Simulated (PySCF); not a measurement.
**Working out the excitation energy of Be**

Be [He] 2s2 (1S) → Be [He] 2s1 2p1 (3P). Calculation: PySCF 2.14, in aug-cc-pCVTZ (7s6p4d2f, 59 functions); no relativity, point nucleus. Frozen: nothing. Energies in hartree (1 hartree = 27.21139 eV):

| part | Be (lower) | Be (upper) |
| --- | --- | --- |
| UHF | -14.572876 | -14.513410 |
| MP2 opposite-spin | -0.068336 | -0.039042 |
| MP2 same-spin | -0.001203 | -0.003900 |

Question: What does Hartree-Fock give?

Answer: (-14.513410) − (-14.572876) = 0.059466 hartree = 1.618 eV.

Question: What do MP2 and SCS-MP2 (6/5 opposite-spin, 1/3 same-spin) give?

Answer: The opposite-spin parts differ by 0.797 eV and the same-spin parts by -0.073 eV. MP2: 1.618 + (0.797) + (-0.073) = 2.342 eV. SCS-MP2: 1.618 + 1.2 × (0.797) + (-0.073)/3 = 2.550 eV.

Measured between the centres of the two terms (NIST): 2.725 eV, so MP2 (valence and next inner shell) is off by -0.383 eV.

What remains against the reference includes basis incompleteness and correlation beyond second order.
